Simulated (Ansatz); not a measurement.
Computed with Ansatz on PBE0-D4/def2-TZVP structures; ΔE is electronic, products minus reactants. CCSD(T)/CBS adds triple-zeta CCSD(T) − MP2 to the extrapolated MP2 energy (def2 sets, frozen cores). Each species was taken in one conformer, which may not be the lowest.

`[CH3][AlH][NH][SiH2]Cl` → `[NH2][AlH][CH]([SiH3])Cl`  (isomerisation)

`[CH3][AlH][NH][SiH2]Cl`:

```xyz
12

C    -0.512    2.468    0.178
Al   -0.432    0.580    0.638
N     0.475   -0.552   -0.419
Si    0.640   -2.244   -0.270
Cl   -0.589   -3.276   -1.576
H    -1.549    2.787    0.031
H     0.041    2.711   -0.733
H    -0.111    3.085    0.988
H    -1.107   -0.064    1.917
H     0.893   -0.161   -1.255
H     2.012   -2.697   -0.597
H     0.240   -2.636    1.098
```

`[NH2][AlH][CH]([SiH3])Cl`:

Cartesian coordinates in Å:
```
N -2.004 -1.495 -0.276
Al -0.258 -1.295 -0.295
C 0.465 0.502 -0.650
Si 1.312 1.316 0.812
Cl -0.873 1.591 -1.188
H -2.653 -0.749 -0.469
H -2.493 -2.355 -0.087
H 0.700 -2.522 -0.011
H 1.181 0.456 -1.478
H 1.793 2.681 0.474
H 2.469 0.469 1.217
H 0.361 1.401 1.950
```

```json
{"species": "`[CH3][AlH][NH][SiH2]Cl`", "CCSD/CBS(def2) energy (Eh)": "-1087.93250"}
{"species": "`[NH2][AlH][CH]([SiH3])Cl`", "CCSD/CBS(def2) energy (Eh)": "-1087.84196"}
```

(1) Work out ΔE.

Largest T1 diagnostic among the species: 0.011.

## Answers

(1) ΔE = (-1087.84196) − (-1087.93250) = 0.09054 Eh = +2.46 eV. CCSD(T)/CBS gives +2.43 eV.

In def2-TZVPP, CCSD(T) changes the Hartree–Fock value by −0.20 eV (the triples alone add −0.04 eV) and MP2 by −0.12 eV. The D4 term adds −0.05 eV with B3LYP and −0.03 eV with PBE0; it sums over pairs of atoms, weighted by their polarisabilities, and B3LYP, whose exchange is more repulsive, gets the larger term.

B3LYP here is the variant with VWN-RPA as its local correlation; programs differ in this.
